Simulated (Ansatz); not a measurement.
Reactions of CH4BFO (`OBCF`).

Isolated molecules relaxed with PBE0-D4/def2-TZVP in Ansatz; ΔE leaves out vibrations. CCSD(T)/CBS is the MP2 limit (def2-TZVPP, def2-QZVPP) plus CCSD(T) − MP2 in def2-TZVPP, frozen cores. This one scheme is used for every species, atoms too. Double bonds are as drawn, so ΔE can hold a change between cis and trans. DFT in def2-TZVPP. No spin–orbit coupling; open shells (•) take unrestricted orbitals. Spin–orbit coupling would lower the free atoms: a little for B, C, F, O. def2 core potentials past Kr. Bonds to Te are less sure, by a few kJ/mol each and by 10 to 20 or more in all where they break to atoms, as the def2 sets lack core-valence functions. Each species was taken in one conformer, which may not be the lowest.

```json
{"reaction": "`OBCF` → B• + C• + F• + 4 H• + O•", "CCSD(T)/CBS(def2) (kcal/mol)": "743.0"}
{"reaction": "`OBCF` + `[SiH3]S` → `OBCS[SiH3]` + H–F", "CCSD(T)/CBS(def2) (kcal/mol)": "-13.1"}
{"reaction": "`OBCF` → `CB(O)F`", "CCSD(T)/CBS(def2) (kcal/mol)": "-62.4"}
{"reaction": "`OBCF` + `O[SiH2][SiH3]` → `OBO[SiH2][SiH3]` + fluoromethane", "CCSD(T)/CBS(def2) (kcal/mol)": "-34.6"}
{"reaction": "`OBCF` + `F[Si]1(F)[CH2][AlH]1` → `OB(F)CF` + `F[SiH]1[CH2][AlH]1`", "CCSD(T)/CBS(def2) (kcal/mol)": "-2.5"}
{"reaction": "`OBCF` → `BOCF`", "CCSD(T)/CBS(def2) (kcal/mol)": "?"}
{"reaction": "`OBCF` → `OCBF`", "CCSD(T)/CBS(def2) (kcal/mol)": "?"}
{"reaction": "`OBCF` + `C/N=C(\\C)N` → `C/N=C(\\C)BO` + `NCF`", "CCSD(T)/CBS(def2) (kcal/mol)": "1.7"}
{"reaction": "`OBCF` + H₂S → `OBS` + fluoromethane", "CCSD(T)/CBS(def2) (kcal/mol)": "-18.0"}
{"reaction": "`OBCF` + H₂Te → `OB[TeH]` + fluoromethane", "CCSD(T)/CBS(def2) (kcal/mol)": "?"}
```

(1) Fill in the missing values. (Estimate.)

Largest T1 diagnostic: 0.014, for B•.

## Answers

(1) Ansatz gave: `OBCF` → `BOCF`: +12.5 kcal/mol; `OBCF` → `OCBF`: -1.1 kcal/mol; `OBCF` + H₂Te → `OB[TeH]` + fluoromethane: -13.0 kcal/mol.
